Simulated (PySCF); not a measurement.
Cartesian coordinates (Å):
SMILES: [F][In][F]
```xyz
3

F     -1.6900    -0.3510     0.0000
In    -0.0044     0.6801     0.0000
F      1.6944    -0.3292     0.0000
```
Charge 0, spin multiplicity 2.

What dipole moment, highest occupied spin orbital and total energy does PBE-D3(BJ)/def2-TZVP // B3LYP-D3(BJ)/def2-TZVP (PySCF) give?


```json
{
 "dipole_moment": "2.94 D",
 "highest_occupied_spin_orbital": "-6.55 eV",
 "total_energy": "-389.7726 Ha"
}
```
